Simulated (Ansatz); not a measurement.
Reaction (ligand exchange at the In–C bond): `C=C[CH2][InH][Cl]` + HCl → `[Cl][InH][Cl]` + `C=CC`

Isolated molecules relaxed with PBE0-D4/def2-TZVP in Ansatz; ΔE leaves out vibrations. CBS: MP2 limit from def2 TZ/QZ plus the TZ coupled-cluster correction, frozen cores. This one scheme is used for every species. DFT in def2-TZVPP. Elements past krypton have def2 core potentials. For In outer-core shells are correlated without core-valence functions, which leaves a few kJ/mol of doubt a bond. Each species was taken in one conformer, which may not be the lowest.

```
 level  ΔE (kJ/mol)
B97M-V       -136.8
  BLYP       -131.2
```

Task: What does CCSD(T)/CBS give? (Estimate.)

Result: The calculation gave: -123.5 kJ/mol. The listed levels differ from it by -13.3, -7.7 kJ/mol.

Largest T1 diagnostic among the species: 0.013.

From PBE to PBE0 (25 % exact exchange), in def2-TZVPP and without D4, ΔE moves by −6.4 kJ/mol. At CCSD(T), def2-SVP lies −13.1 kJ/mol from the extrapolated value and def2-TZVPP +2.0 kJ/mol. In def2-TZVPP, CCSD(T) changes the Hartree–Fock value by +40.0 kJ/mol (the triples alone add +4.3 kJ/mol) and MP2 by +43.8 kJ/mol.
